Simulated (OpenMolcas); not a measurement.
An atom or ion with 24 electrons was computed by SS-CASPT2, IPEA 0.25 Eh, imaginary shift 0.1 Eh with spin-orbit coupling (OpenMolcas, ANO-RCC-VTZP, DKH2). The lowest levels that the run gave, each within 12 % of the measured value where one is at hand:

| J | Parity | E (cm-1) | g |
| --- | --- | --- | --- |
| 4 | even | 0.0 | 1.500 |
| 3 | even | 1148 | 1.501 |
| 2 | even | 1915 | 1.501 |
| 1 | even | 2400 | 1.501 |
| 0 | even | 2640 |  |
| 2 | even | 29710 | 1.499 |
| 6 | even | 31350 | 1.166 |
| 5 | even | 31830 | 1.041 |
| 4 | even | 32040 | 0.871 |
| 1 | even | 33080 | 1.498 |
| 4 | even | 33450 | 1.174 |
| 3 | even | 33940 | 1.068 |

Q: Which ion is it, and what are the configurations and terms?

A: Cu VI (Z = 29, charge +5; active space 6 electrons in 5 orbitals (3d)). J, parity and g give the terms where levels are pure, and mixed ones are named by the computed weights; the size of the splittings, set against known spectra of the 24-electron sequence, gives the charge. In order, with the measured energies in cm-1 (Sugar and Musgrove, J. Phys. Chem. Ref. Data 19, 527 (1990)): 3d6 5D4, 3d6 5D3 (1196), 3d6 5D2 (1987), 3d6 5D1 (2490), 3d6 5D0 (2733), 3d6 3P2(1) (29285), 3d6 3H6 (30418), 3d6 3H5 (31009), 3d6 3H4 (31288), 3d6 3P1(1) (32685), 3d6 3F4(1) (32756), 3d6 3F3(1) (33296).

Term energies are means over components that CASPT2 splits; among the terms shown or strongly mixed into the levels shown the widest spread is 97 cm-1 (3d6 3F(1)). Terms from blocks run as CI alone lack orbitals of their own. Measured partners are found by configuration, term and J. A level has none where our copy of the source lacks it or the pairing is in doubt (some pairs that miss far off the trend of their configuration count as doubtful), and it then counts in no deviation. Levels of configurations outside the active space are missing.

A number in round brackets counts repeated terms of one configuration in the order of the reference energies.
